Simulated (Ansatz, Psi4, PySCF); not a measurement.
C2H2Cl (SMILES C=[C]Cl), doublet (typed; the unrestricted solution is spin-contaminated), geometry from GFN2-xTB. Base run: PySCF with MP2/cc-pVDZ.

The PySCF input:
```python
from pyscf import gto, scf, mp

mol = gto.M(
    atom='''
C     0.10210539    0.67520826    0.00485216
C     1.34731481    1.04507097    0.01187153
Cl   -0.73486159   -0.75123729   -0.00767688
H     2.19266263    0.35806744    0.01041576
H     1.60346329    2.09129104    0.01974902
''',
    basis='cc-pvdz',
    spin=1,
    verbose=4,
)

mf = scf.UHF(mol)
mf.kernel()

pt = mp.MP2(mf)
pt.kernel()
print('E(MP2) = %.10f' % pt.e_tot)
```

The same geometry, method and basis name were run in Ansatz (a first-principles code) and Psi4 and PySCF, at each program's defaults and at the settings that a row names. The base is PySCF at its defaults. Differences at the defaults can come from grids, fitting, cores and function types together.

| code and settings | ΔE vs base (mEh) | basis functions | E (Eh) | SCF cycles |
|---|---|---|---|---|
| PySCF, defaults (exact integrals, spherical functions, all electrons correlated) | 0.000 | 56 | -536.69211 | 16 |
| Psi4, defaults (density fitting with its default set, spherical functions, all electrons correlated) | 0.350 | 56 | -536.69175 | 17 |
| Ansatz, defaults (factorised integrals, spherical functions, frozen core) | 10.969 | 56 | -536.68114 | - |
| PySCF, frozen core | 10.965 | 56 | -536.68114 | 16 |
| Psi4, exact integrals, spherical functions, frozen core | 10.966 | 56 | -536.68114 | 17 |
| Ansatz, high accuracy, frozen core | 10.966 | 56 | -536.68114 | - |

Open shells are given as the SCF converged; they aren't shown to be the lowest states, and a large step between rows can be another state.
